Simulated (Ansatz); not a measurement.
Li20H20 (started as a model of: 2x4x5 LiH rock-salt block), relaxed as a singlet with RKS PBE-D4/def2-SVP in Ansatz, starting from a model built from a lattice or polyhedron. Force threshold 0.03 eV/Å.

Start:

```xyz
40

Li    0.948    4.060   -2.860
H     0.917    3.444   -0.961
Li    0.839    2.866    0.922
H     0.784    2.275    2.805
Li    0.723    1.700    4.707
H     1.052    2.162   -3.452
Li    0.992    1.581   -1.544
H     0.934    0.981    0.337
Li    0.889    0.382    2.242
H     0.838   -0.174    4.105
Li    1.144    0.272   -4.022
H     1.088   -0.316   -2.140
Li    1.040   -0.908   -0.266
H     0.984   -1.501    1.654
Li    0.930   -2.072    3.525
H     1.243   -1.613   -4.605
Li    1.215   -2.215   -2.721
H     1.153   -2.796   -0.828
Li    1.080   -3.399    1.070
H     1.022   -3.968    2.933
H    -1.034    3.977   -2.943
Li   -1.083    3.381   -1.065
H    -1.128    2.814    0.856
Li   -1.199    2.189    2.722
H    -1.249    1.610    4.614
Li   -0.914    2.090   -3.509
H    -0.986    1.492   -1.644
Li   -1.033    0.898    0.246
H    -1.090    0.319    2.131
Li   -1.156   -0.283    4.017
H    -0.839    0.203   -4.113
Li   -0.874   -0.390   -2.225
H    -0.935   -0.974   -0.341
Li   -0.989   -1.557    1.555
H    -1.057   -2.174    3.445
Li   -0.748   -1.694   -4.709
H    -0.800   -2.275   -2.802
Li   -0.828   -2.869   -0.944
H    -0.904   -3.458    0.956
Li   -0.969   -4.060    2.852
```

Task: Estimate the energy that the relaxation releases and the steps that it takes.

Result: 21.9 kcal/mol, in 5 steps; 48 s on 4 threads of AMD EPYC 7R43 on a shared host. No frequencies were taken in this run, so the end may be a saddle point.

Task: Does the start keep its bonding and symmetry?

Result: By distances, no bond broke or formed. The bond that changes most is H16–Li36, from 2.00 to 1.80 Å (atoms count from 1). Point group C2h at the start, C2h at the end, both within 0.05 Å.

Task: Predict the relaxed structure.

Result: 
```xyz
40

Li    0.8122    3.7556   -2.6743
H     0.9320    3.3786   -0.8878
Li    0.7802    2.7727    0.8895
H     0.8244    2.2576    2.7010
Li    0.6009    1.5537    4.3751
H     1.0890    2.0758   -3.3469
Li    1.0206    1.4941   -1.4706
H     0.9664    0.9517    0.3262
Li    0.9134    0.3749    2.1124
H     0.8695   -0.2148    3.9867
Li    1.1023    0.2615   -3.8541
H     1.0699   -0.3122   -2.0463
Li    1.0243   -0.8884   -0.2469
H     0.9621   -1.4388    1.5601
Li    0.8862   -1.9956    3.3716
H     1.1956   -1.5316   -4.3931
Li    1.1491   -2.1233   -2.6146
H     1.1493   -2.7524   -0.8254
Li    1.0411   -3.2528    1.0007
H     0.9807   -3.7784    2.7994
H    -0.9817    3.7783   -2.7987
Li   -1.0405    3.2525   -1.0002
H    -1.1479    2.7526    0.8254
Li   -1.1489    2.1235    2.6139
H    -1.1973    1.5318    4.3922
Li   -0.8873    1.9955   -3.3710
H    -0.9615    1.4386   -1.5595
Li   -1.0226    0.8884    0.2470
H    -1.0693    0.3124    2.0458
Li   -1.1037   -0.2614    3.8531
H    -0.8710    0.2146   -3.9859
Li   -0.9126   -0.3749   -2.1117
H    -0.9646   -0.9517   -0.3261
Li   -1.0198   -1.4939    1.4701
H    -1.0901   -2.0757    3.3459
Li   -0.6026   -1.5539   -4.3744
H    -0.8240   -2.2578   -2.7003
Li   -0.7790   -2.7727   -0.8894
H    -0.9314   -3.3785    0.8872
Li   -0.8132   -3.7555    2.6737
```
Bond lengths (bridged metal pairs left out): 31 × Li–Li 2.57 to 2.76 Å; 52 × H–Li 1.80 to 1.90 Å.
